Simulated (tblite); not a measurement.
C8H9O (doublet state).
Numbering: `[CH3:1][CH2:2][c:3]1[c:4][c:5]([OH:6])[cH:7][cH:8][cH:9]1` (hydrogens: H10, H11, H12 on C1; H13, H14 on C2; H15 on O6; H16 on C7; H17 on C8; H18 on C9)
Bond orders are those of one Lewis drawing.

Computed with GFN2-xTB (tblite), gas phase: L-BFGS steps from a force-field or distance-geometry start until the largest atomic force falls under 0.01 eV/Å.

Step 3: E = -698.7614 eV
```
atom  x, y, z in Å  |  force x, y, z in eV/Å
C1      2.6049    0.3156   -0.3731   -0.008  -0.010   0.011
C2      1.6965   -0.0518    0.8038    0.073  -0.058  -0.048
C3      0.2577   -0.1335    0.3801   -0.050  -0.023  -0.020
C4     -0.5928    0.9261    0.4926    0.027  -0.077   0.001
C5     -1.9131    0.9288    0.1263    0.059   0.029  -0.006
O6     -2.7289    2.0053    0.2629   -0.075   0.105   0.022
C7     -2.4234   -0.2496   -0.4201   -0.158  -0.135  -0.073
C8     -1.6037   -1.3514   -0.5681    0.074   0.094   0.046
C9     -0.2781   -1.3025   -0.1759   -0.013  -0.057  -0.049
H10     2.5363   -0.4312   -1.1624   -0.028   0.006   0.043
H11     3.6394    0.3718   -0.0406   -0.004   0.007  -0.012
H12     2.3228    1.2790   -0.7930   -0.022  -0.016   0.038
H13     1.8014    0.6932    1.5930   -0.009   0.073  -0.019
H14     2.0113   -1.0122    1.2137    0.010  -0.080  -0.022
H15    -2.2174    2.7243    0.6525   -0.061   0.047  -0.002
H16    -3.4638   -0.2732   -0.7134    0.054   0.046   0.019
H17    -2.0081   -2.2603   -0.9933    0.042   0.048   0.031
H18     0.3502   -2.1720   -0.2967    0.089  -0.001   0.041
```

Step 4: E = -698.7630 eV
```
atom  x, y, z in Å  |  force x, y, z in eV/Å
C1      2.6046    0.3154   -0.3725    0.007  -0.002  -0.007
C2      1.6974   -0.0528    0.8033    0.036  -0.036  -0.007
C3      0.2582   -0.1353    0.3795   -0.031   0.000  -0.008
C4     -0.5940    0.9223    0.4915    0.057  -0.002   0.027
C5     -1.9130    0.9290    0.1254   -0.032   0.015  -0.019
O6     -2.7301    2.0068    0.2634   -0.033   0.034   0.005
C7     -2.4255   -0.2508   -0.4204    0.006  -0.049  -0.011
C8     -1.6022   -1.3499   -0.5674   -0.037   0.047   0.002
C9     -0.2783   -1.3029   -0.1766    0.057  -0.046  -0.021
H10     2.5358   -0.4311   -1.1615   -0.026  -0.003   0.028
H11     3.6393    0.3719   -0.0409    0.002   0.006  -0.009
H12     2.3224    1.2787   -0.7924   -0.025  -0.013   0.037
H13     1.8013    0.6946    1.5921   -0.011   0.035  -0.037
H14     2.0114   -1.0139    1.2129    0.013  -0.064  -0.018
H15    -2.2188    2.7256    0.6526   -0.049   0.057   0.005
H16    -3.4618   -0.2720   -0.7128   -0.067   0.026  -0.018
H17    -2.0069   -2.2587   -0.9923    0.039   0.034   0.025
H18     0.3513   -2.1705   -0.2955    0.093  -0.038   0.027
```

Step 5: E = -698.7640 eV
```
atom  x, y, z in Å  |  force x, y, z in eV/Å
C1      2.6046    0.3152   -0.3724    0.011  -0.004  -0.003
C2      1.6985   -0.0539    0.8031   -0.001  -0.020   0.017
C3      0.2581   -0.1366    0.3790    0.015   0.002   0.003
C4     -0.5938    0.9204    0.4914   -0.008   0.040   0.017
C5     -1.9137    0.9292    0.1244   -0.008   0.027   0.006
O6     -2.7312    2.0081    0.2637   -0.001  -0.009  -0.005
C7     -2.4262   -0.2518   -0.4205    0.012   0.038   0.010
C8     -1.6021   -1.3487   -0.5671    0.013  -0.008  -0.001
C9     -0.2773   -1.3038   -0.1773    0.025  -0.028  -0.017
H10     2.5350   -0.4311   -1.1606   -0.022  -0.014   0.008
H11     3.6392    0.3721   -0.0413    0.009   0.005  -0.008
H12     2.3218    1.2784   -0.7913   -0.027  -0.004   0.031
H13     1.8011    0.6959    1.5909   -0.010   0.002  -0.046
H14     2.0117   -1.0159    1.2122    0.013  -0.041  -0.016
H15    -2.2203    2.7274    0.6527   -0.046   0.047   0.003
H16    -3.4622   -0.2710   -0.7128   -0.080   0.012  -0.024
H17    -2.0055   -2.2571   -0.9913    0.021   0.003   0.009
H18     0.3535   -2.1704   -0.2944    0.083  -0.051   0.016
```

Q: Estimate the geometry and energy of step 6. (The exact step hangs on the optimiser's Hessian estimate; all steps are aligned on step 5, rigid shifts and turns removed.)

A: E = -698.7649 eV, largest force 0.097 eV/Å
```
atom  x, y, z in Å  |  force x, y, z in eV/Å
C1      2.6049    0.3149   -0.3722    0.002  -0.009   0.004
C2      1.6994   -0.0554    0.8030   -0.026  -0.009   0.025
C3      0.2584   -0.1376    0.3786    0.016   0.009   0.004
C4     -0.5940    0.9196    0.4917   -0.019   0.029   0.004
C5     -1.9141    0.9300    0.1238   -0.003   0.014   0.015
O6     -2.7324    2.0092    0.2639    0.025  -0.020  -0.004
C7     -2.4272   -0.2521   -0.4206    0.024   0.091   0.023
C8     -1.6013   -1.3475   -0.5667    0.008  -0.038  -0.013
C9     -0.2760   -1.3054   -0.1785    0.042   0.008   0.009
H10     2.5338   -0.4314   -1.1595   -0.014  -0.020  -0.011
H11     3.6394    0.3724   -0.0418    0.015   0.004  -0.008
H12     2.3205    1.2780   -0.7897   -0.027   0.003   0.023
H13     1.8006    0.6973    1.5889   -0.004  -0.026  -0.039
H14     2.0122   -1.0188    1.2113    0.009  -0.008  -0.013
H15    -2.2228    2.7300    0.6529   -0.049   0.025  -0.006
H16    -3.4640   -0.2697   -0.7133   -0.047   0.001  -0.017
H17    -2.0038   -2.2558   -0.9903    0.003  -0.022  -0.005
H18     0.3575   -2.1715   -0.2930    0.045  -0.031   0.008
```

The energy changes by -0.0009 eV. The first-order estimate −F·Δx gives -0.0013 eV and the mean of the old and new forces, exact on a quadratic surface, -0.0009 eV. The step makes an angle of 40° with the force vector and moves no atom by more than 0.004 Å.

The cost below is that of the whole relaxation. Hardware: an Arm Neoverse V1 with one thread, shared host with 32 logical CPUs at a one-minute load of 21. Cost: 0.26 s.
